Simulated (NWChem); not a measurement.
The numbers come from NWChem runs, not from measurements. System: C₂HF₄, charge 0, spin multiplicity 2, at a geometry optimised with UPBE/def2-SVP. The structure started from a generated list of species. Its SCF solution wasn't tested for a lower state. Level: UMP2/def2-TZVP, 6 core orbitals frozen.

Output (cleaned and shortened):

```
             Northwest Computational Chemistry Package (NWChem) 7.3.0
             --------------------------------------------------------

                                NWChem Input Module
                                -------------------

 Scaling coordinates for geometry "geometry" by  1.889725989
 (inverse scale =  0.529177249)

                             Geometry "geometry" -> ""
                             -------------------------

 Output coordinates in angstroms (scale by  1.889725989 to convert to a.u.)

  No.       Tag          Charge          X              Y              Z
 ---- ---------------- ---------- -------------- -------------- --------------
    1 F                    9.0000     1.79368600    -0.89747000    -0.14379100
    2 C                    6.0000     1.10433700     0.22822800    -0.30886700
    3 C                    6.0000    -0.35154200     0.17415900     0.01569400
    4 F                    9.0000    -0.58734800     0.03055700     1.34958200
    5 F                    9.0000    -0.96211900    -0.85995600    -0.60186300
    6 F                    9.0000    -0.93220300     1.32865500    -0.37851000
    7 H                    1.0000     1.67509900     1.16961000    -0.26972700

 Effective nuclear repulsion energy (a.u.)     258.0524811804

            Nuclear Dipole moment (a.u.)
            ----------------------------
        X                 Y               Z
 ---------------- ---------------- ----------------
     0.0000245664     0.0000113384    -0.0000056692


 Summary of "ao basis" -> "" (spherical)
 ------------------------------------------------------------------------------
       Tag                 Description            Shells   Functions and Types
 ---------------- ------------------------------  ------  ---------------------
 *                         def2-tzvp                  on all atoms

 Summary of "ao basis" -> "ao basis" (spherical)
 ------------------------------------------------------------------------------
       Tag                 Description            Shells   Functions and Types
 ---------------- ------------------------------  ------  ---------------------
 F                         def2-tzvp                11       31   5s3p2d1f
 C                         def2-tzvp                11       31   5s3p2d1f
 H                         def2-tzvp                 4        6   3s1p

                                 NWChem SCF Module
                                 -----------------
[...]
Node 0 wrote    231.2 Mb in      0.1 s     Agg I/O rate:  3428.6 Mb/s
 Done moints_semi at      142.2s
  mp2_eaftype                   374  avail_ma_in_mb                   724
 EAF : mp2_eaftype filesize         374   49151879.
  mp2_eaf for kh                   374
 Done maket at      143.1s
 Semi-direct pass number   2 of   2  for UHF alpha       at      143.1s
  vrange nnbf                 17302
  mp2_eaftype                   374  avail_ma_in_mb                   724
 EAF : mp2_eaftype filesize         374   49151879.
  mp2_eaf for mointskh                    374
Node 0 wrote    208.0 Mb in      0.1 s     Agg I/O rate:  2670.8 Mb/s
 Done moints_semi at      164.8s
  mp2_eaftype                   374  avail_ma_in_mb                   724
 EAF : mp2_eaftype filesize         374   49151879.
  mp2_eaf for kh                   374
 Done maket at      165.9s
 Done multipass loop at      165.9s

 GA uses MA = F    GA memory limited = T

 Available:
  local mem=  1.26D+08
 global mem=  1.44D+08
 local disk=  0.00D+00
  mp2_memr nvloc                   168
  nvloc new                   168
   1 passes of  18:        6291456                     226342                 177955245.
   1 passes of  18: M    126043347           G      144105472           F     119751891.
  mp2_memr nvloc                   168
  nvloc new                   168
   2 passes of   9:        6291456                     150772                  89009124.
   2 passes of   9: M    126043347           G      144105472           F     119751891.

 Semi-direct pass number   1 of   2  for UHF beta        at      166.2s
  vrange nnbf                 17302
  mp2_eaftype                   339  avail_ma_in_mb                  1098
 EAF : mp2_eaftype filesize         339   44504562.
  mp2_eaf for mointskh                    339
Node 0 wrote    209.3 Mb in      0.1 s     Agg I/O rate:  3027.6 Mb/s
 Done moints_semi at      198.2s
  mp2_eaftype                   339  avail_ma_in_mb                   759
 EAF : mp2_eaftype filesize         339   44504562.
  mp2_eaf for kh                   339
 Done maket at      199.2s
 Semi-direct pass number   2 of   2  for UHF beta        at      199.2s
  vrange nnbf                 17302
  mp2_eaftype                   339  avail_ma_in_mb                   759
 EAF : mp2_eaftype filesize         339   44504562.
  mp2_eaf for mointskh                    339
Node 0 wrote    209.3 Mb in      0.1 s     Agg I/O rate:  3878.5 Mb/s
 Done moints_semi at      229.9s
  mp2_eaftype                   339  avail_ma_in_mb                   759
 EAF : mp2_eaftype filesize         339   44504562.
  mp2_eaf for kh                   339
 Done maket at      230.5s
 Done multipass loop at      230.5s

          -------------------------------------------
          SCF energy                -474.230377303065
          Correlation energy          -1.277822100367
          Singlet pairs                0.000000000000
          Triplet pairs                0.000000000000
          Total MP2 energy          -475.508199403433
          -------------------------------------------

          ---------------------------------------------------
                    Spin Component Scaled (SCS) MP2
          Same spin pairs                     -0.337424751925
          Same spin scaling factor             0.333333333333
          Opposite spin pairs                 -0.940397348442
          Opposite spin scaling fact.          1.200000000000
          SCS-MP2 correlation energy          -1.240951735439
          Total SCS-MP2 energy              -475.471329038504
          ---------------------------------------------------

 -----------------------
 Performance information
 -----------------------

 Timer overhead =  1.75D-07 seconds/call

               Nr. of calls         CPU time (s)                 Wall time (s)                GFlops
             ---------------    -------------------     ------------------------------   -------------------
Name         Min   Avg   Max    Min     Avg     Max     Min     Avg     Max   Mx/calls   Min     Max     Sum
mp2: moin     4     4     4   1.06E+2 1.06E+2 1.06E+2  1.06E+2 1.06E+2 1.06E+2  26.      0.0     0.0     0.0
mp2: make     4     4     4    3.8     3.8     3.8      3.8     3.8     3.8    0.95      0.0     0.0     0.0
mp2: tota     1     1     1   1.10E+2 1.10E+2 1.10E+2  1.10E+2 1.10E+2 1.10E+2 1.10E+2   0.0     0.0     0.0

 The average no. of pstat calls per process was 9.00D+00
 with a timing overhead of 1.58D-06s

 Task  times  cpu:      230.5s     wall:      230.5s

 Total times  cpu:      230.5s     wall:      230.5s
```

Q: Write an NWChem input that would produce this output.

A: Several could match; the one computed here: 
```
start mol
memory heap 200 mb stack 900 mb global 1100 mb
geometry units angstroms nocenter noautoz noautosym
  F      1.793686    -0.897470    -0.143791
  C      1.104337     0.228228    -0.308867
  C     -0.351542     0.174159     0.015694
  F     -0.587348     0.030557     1.349582
  F     -0.962119    -0.859956    -0.601863
  F     -0.932203     1.328655    -0.378510
  H      1.675099     1.169610    -0.269727
end
basis spherical
  * library def2-tzvp
end
scf
  uhf
  nopen 1
  maxiter 100
  thresh 1e-7
  semidirect memsize 60000000 filesize 0
  # guess.movecs holds the orbitals of an unrestricted PBE0 run
  vectors input guess.movecs output mol.movecs
end
mp2
  freeze core 6
end
task mp2 energy
```
